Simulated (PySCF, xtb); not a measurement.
H5Si2, SMILES [SiH2][SiH3] (connectivity only; charge and spin as stated), charge +1, multiplicity 1.

Harmonic wavenumbers (cm⁻¹) from GFN2-xTB run with xtb at its own minimum, in rising order: 8, 250, 368, 406, 457, 561, 703, 728, 729, 838, 2226, 2246, 2265, 2268, 2275.

Problem. What does r2SCAN-D4/def2-TZVP (PySCF 2.14.0) give at its own minimum? (Estimate from the structure and the level; the computed values follow.)

Solution. 87, 269, 343, 415, 598, 670, 792, 891, 913, 961, 2197, 2249, 2265, 2285, 2295. Paired by order, the mean absolute difference is 67 cm⁻¹ and the zero-point energies are 23.3 and 24.6 kcal/mol.
